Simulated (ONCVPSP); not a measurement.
Varying the ONCV potential for Ag

Base potential:

Ag (Z = 47), optimised norm-conserving Vanderbilt (ONCV), made with ONCVPSP 4.0.1 (PBE, scalar-relativistic). Core [Ar] 3d10, reference 4s2 4p6 4d10 5s0.75 (charge +0.25). Waves: 4s+5s: rc 1.75 bohr, ncon 3, nbas 7, qcut 9 1/bohr, 2 projectors; 4p: rc 1.60 bohr, ncon 3, nbas 6, qcut 9.9 1/bohr, 2 projectors, debl 2.6 Ha; 4d: rc 1.60 bohr, ncon 4, nbas 8, qcut 12 1/bohr, local. Local part: the d channel. Core correction: Teter function, fcfact 3.5, rcfact 1.1.

All-electron outer shells of the reference configuration (PBE, scalar-relativistic, ld1.x):

| shell | level (eV) | outermost node (bohr) | outermost maximum (bohr) |
| --- | --- | --- | --- |
| 3d | -360.36 | – | 0.27 |
| 4s | -96.97 | 0.44 | 0.82 |
| 4p | -60.49 | 0.44 | 0.88 |
| 4d | -9.36 | 0.43 | 1.04 |
| 5s | -6.02 | 1.11 | 2.46 |

Cutoffs, loose and tight: the cutoffs (Ha) at which the residual kinetic energy of the hardest occupied pseudo-wave falls to 1 and 0.1 mHa per electron. They do not see the model core or the augmentation charge, which bear on the density cutoff. Test errors are all-electron minus pseudo excitation energies from the reference, over the configurations 4s2 4p6 4d10 5s1; 4s2 4p6 4d10 5s0; 4s2 4p6 4d9 5s0; 4s2 4p6 4d8 5s0. A dash means not determined; rows that change the core or the reference have their own tests.

| change | outcome | cutoff, loose | cutoff, tight | bound ghosts | GHOST(+) flags above zero | largest test error (meV) |
| --- | --- | --- | --- | --- | --- | --- |
| base | generated | 36 Ha | 44 Ha | none | none | -2.3 |
| core correction Teter function, fcfact 3.5, rcfact 1.76 | generated | 36 Ha | 44 Ha | none | none | -4.0 |
| core correction Teter function fitted to the true core (icmod 2), fcfact 0.7 | generated | 36 Ha | 44 Ha | none | none | -2.3 |
| s: rc 2.2 | generated | 36 Ha | 44 Ha | none | none | -2.5 |
| d: qcut 17.5 | failed: ERROR pspot: first pseudo wave function has node, program will stop | – | – | – | – | – |
| functional PBEsol | generated | 36 Ha | 44 Ha | none | none | -2.5 |
| reference 4s2 4p6 4d10; wave 4s+5s: rc 1.75 bohr, ncon 3, nbas 7, qcut 9 1/bohr, 2 projectors becomes 4s: rc 1.75 bohr, ncon 3, nbas 7, qcut 9 1/bohr, 2 projectors, debl 3.7 Ha | generated, projector energies reset by the program | 36 Ha | 44 Ha | none | none | +1.3 |

**Question.** What comes out with this change to the base: s: qcut 8.7; p: qcut 9.6; d: qcut 11.6?

**Answer.** outcome: generated; cutoff, loose: 36 Ha; cutoff, tight: 43 Ha; bound ghosts: none; GHOST(+) flags above zero: none; largest test error (meV): -2.4.

**Question.** What comes out with this change to the base: d: nproj 1; local potential polynomial inside 1.55 bohr (lpopt 5, dvloc0 0 Ha)?

**Answer.** outcome: generated; cutoff, loose: 36 Ha; cutoff, tight: 44 Ha; bound ghosts: none; GHOST(+) flags above zero: none; largest test error (meV): -15.

**Question.** What comes out with this change to the base: d: qcut 13.5?

**Answer.** outcome: generated; cutoff, loose: 30 Ha; cutoff, tight: 55 Ha; bound ghosts: none; GHOST(+) flags above zero: none; largest test error (meV): -13.
